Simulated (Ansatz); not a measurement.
Geometry optimisation, Ansatz, RKS PBE-D4/6-31G*.

Input:

```yaml
crystal:
  periodic: [false, false, false]
  atoms:
    - { symbol: Al, position_ang: [0.072002, -0.286817, -0.411042] }
    - { symbol: H, position_ang: [0.022421, -0.058684, 2.337591] }
    - { symbol: F, position_ang: [1.604976, 0.350274, -0.559493] }
    - { symbol: H, position_ang: [-1.179898, 0.593293, -0.821412] }
    - { symbol: O, position_ang: [-0.072653, -1.938504, 0.158766] }
    - { symbol: Si, position_ang: [-0.740249, -3.431079, -0.157621] }
    - { symbol: H, position_ang: [0.325373, -4.487852, -0.125071] }
    - { symbol: H, position_ang: [-1.778594, -3.766962, 0.875805] }
    - { symbol: H, position_ang: [-1.39167, -3.465378, -1.516315] }
    - { symbol: H, position_ang: [-0.020908, -0.679589, 1.985291] }
basis:
  gaussian: { orbitals: "6-31G*" }
hamiltonian:
  xc: pbe
  dispersion: d4
relax:
  f_tol: 0.03
  max_steps: 50
```

Launched with:

```bash
$ ansatz run input.yaml --threads 1 --pin off --max-ram 2048MiB --backend cpu --events-out ev --progress --plain --runs-dir out
```

Question: Where does it end, and by what steps?

Answer: The run converged. After 14 steps the energy has fallen by 0.117 eV; O5 moved furthest, 0.42 Å.

| step | energy less start (eV) | largest force component (eV/Å) | accepted |
| --- | --- | --- | --- |
| 0 | 0.0000 | 1.448 | yes |
| 1 | -0.0699 | 0.584 | yes |
| 2 | -0.0817 | 0.294 | yes |
| 3 | -0.0889 | 0.178 | yes |
| 4 | -0.0927 | 0.215 | yes |
| 5 | -0.0965 | 0.249 | yes |
| 6 | -0.0997 | 0.304 | yes |
| 7 | -0.1017 | 0.070 | yes |
| 8 | -0.1054 | 0.237 | yes |
| 9 | -0.1088 | 0.180 | yes |
| 10 | -0.1064 | 0.230 | no |
| 11 | -0.1115 | 0.059 | yes |
| 12 | -0.1126 | 0.158 | yes |
| 13 | -0.1132 | 0.094 | yes |
| 14 | -0.1166 | 0.027 | yes |

```xyz
10
Properties=species:S:1:pos:R:3
Al 0.100 -0.294 -0.358
H 0.137 0.155 2.207
F 1.678 0.232 -0.279
H -1.042 0.763 -0.650
O -0.214 -1.964 -0.240
Si -0.755 -3.525 -0.262
H 0.399 -4.484 -0.272
H -1.592 -3.801 0.956
H -1.597 -3.779 -1.481
H -0.274 -0.475 2.146
```

Whether the end is a true minimum wasn't checked by a vibrational analysis.

Time of the run: 48 s on 1 thread of Arm Neoverse V1, with other jobs on the host, peak memory 0.15 GiB.
